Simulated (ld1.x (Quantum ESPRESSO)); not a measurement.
## Configuration tests for Se (ultrasoft)

ld1.x (Quantum ESPRESSO) 7.5 input, shortened:

```
&input
   title='Se', zed=34., rel=0, dft='PZ', iswitch=3,
   config='[Ar] 3d10 4s1.5 4p4.5'
 /
 &inputp
   pseudotype=3, tm=.true., lloc=-1, rcloc=1.50,
   nlcc=.false.
 /
6
4S  1  0   1.50   0.00  1.15  1.60  0.0
4S  1  0   0.00   3.85  1.15  1.60  0.0
4P  2  1   4.50   0.00  1.60  1.85  0.0
4P  2  1   0.00   1.65  1.60  1.85  0.0
3D  3  2  10.00   0.00  0.90  1.00  0.0
3D  3  2   0.00  -3.35  0.90  1.00  0.0
 &test
   configts(1)='3d10 4s1.5 4p4.5'
 /
```

Energies are relative to the spin-unpolarised reference configuration 3d10 4s1.5 4p4.5; without spin polarisation the order of configurations can differ from experiment. Spin-polarised rows fill each open shell by Hund’s rule, majority spin first. The frozen-core shift is the all-electron ΔE with the core orbitals held at their reference shape minus the fully relaxed ΔE.

```csv
valence configuration,charge,ΔE all-electron (eV),error AE − PS (meV),frozen-core shift (meV)
3d10 4s2 4p4,0,-5.131,-0.7,+0.1
3d10 4s2 4p3,+1,5.903,-1.3,0.0
3d10 4s2 4p2,+2,26.459,+1.5,+0.8
3d10 4s2 4p0,+4,100.056,+52,+14
3d10 4s0 4p6,0,15.679,-6.2,+0.6
3d10 4s2 4p3.5,+0.5,-0.729,-1.1,+0.1
3d10 4s1 4p5,0,5.180,-0.7,0.0
3d10 4s2 4p4 (spin-polarised),0,-5.723,+16,+0.5
```

Task: What are ΔE and the potential's error for 3d10 4s1.5 4p4.5 (spin-polarised)?

Result: ΔE = -0.635 eV all-electron; the error (AE − PS) is +22 meV.
